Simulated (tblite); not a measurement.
Compound: C₈H₆S.
Atom-mapped SMILES: `[cH:1]1[cH:2][cH:3][c:4]2[s:5][cH:6][cH:7][c:8]2[cH:9]1` (hydrogens: H10 on C1; H11 on C2; H12 on C3; H13 on C6; H14 on C7; H15 on C9)

Level: GFN2-xTB in tblite, geometry and Hessian alike; calculated harmonic values, unscaled, isolated species. Against measured fundamentals such values can be off by several per cent, at times by over 20.

Harmonic wavenumbers (cm⁻¹): 180.0, 188.6, 333.4, 384.5, 436.6, 479.8, 503.9, 528.0, 653.1, 670.5, 705.1, 756.7, 784.6, 804.1, 832.1, 858.6, 872.2, 906.9, 923.6, 1037.2, 1071.8, 1079.4, 1157.2, 1173.8, 1194.3, 1237.8, 1315.3, 1349.1, 1408.5, 1458.8, 1523.0, 1567.9, 1592.0, 3078.1, 3084.6, 3092.0, 3098.9, 3126.9, 3155.8.

A = 3187, B = 1323, C = 934.8 MHz; mass 134.019 u (most abundant isotopes); point group Cs, symmetry number 1.

**Question.** What is the zero-point energy?

**Answer.** Half the sum of the wavenumbers: 24302 cm⁻¹ = 290.72 kJ/mol.

**Question.** What is S at 500 K and 1 bar for an ideal gas of classical rigid rotors and harmonic oscillators?

**Answer.** Translation 180.69, rotation 126.91, vibration 117.60: S = 425.2 J/(mol K).

**Question.** And Cp and H(500 K) − H(0)?

**Answer.** Cp = 195.23 J/(mol K), of which vibrations give 161.98 (their classical limit is 39 R = 324.3); H(500 K) − H(0) = 52.96 kJ/mol without the zero-point energy, 36.33 from vibrations.

**Question.** Which modes carry the vibrational entropy at 500 K?

**Answer.** 180.0 cm⁻¹: 13.88; 188.6 cm⁻¹: 13.50; 333.4 cm⁻¹: 8.97; 384.5 cm⁻¹: 7.89; 436.6 cm⁻¹: 6.94; 479.8 cm⁻¹: 6.26 J/(mol K); the other 33 give 60.16 together.

**Question.** How do the functions run with temperature in this model?

**Answer.** 
```json
{"T (K)": "150", "S (J/(mol K))": "281.6", "Cp (J/(mol K))": "63.2", "H − H(0) (kJ/mol)": "6.48", "G − H(0) (kJ/mol)": "-35.75", "ln q(vib)": "0.49"}
{"T (K)": "250", "S (J/(mol K))": "323.0", "Cp (J/(mol K))": "103.6", "H − H(0) (kJ/mol)": "14.76", "G − H(0) (kJ/mol)": "-65.99", "ln q(vib)": "1.52"}
{"T (K)": "298.15", "S (J/(mol K))": "343.0", "Cp (J/(mol K))": "124.1", "H − H(0) (kJ/mol)": "20.24", "G − H(0) (kJ/mol)": "-82.02", "ln q(vib)": "2.16"}
{"T (K)": "400", "S (J/(mol K))": "385.1", "Cp (J/(mol K))": "163.7", "H − H(0) (kJ/mol)": "34.95", "G − H(0) (kJ/mol)": "-119.10", "ln q(vib)": "3.71"}
{"T (K)": "600", "S (J/(mol K))": "463.1", "Cp (J/(mol K))": "220.0", "H − H(0) (kJ/mol)": "73.77", "G − H(0) (kJ/mol)": "-204.07", "ln q(vib)": "7.18"}
{"T (K)": "900", "S (J/(mol K))": "562.4", "Cp (J/(mol K))": "268.4", "H − H(0) (kJ/mol)": "147.78", "G − H(0) (kJ/mol)": "-358.41", "ln q(vib)": "12.55"}
```

q(vib) and H(0) count from the zero-point level.

Hindered rotation and anharmonicity are outside this model.
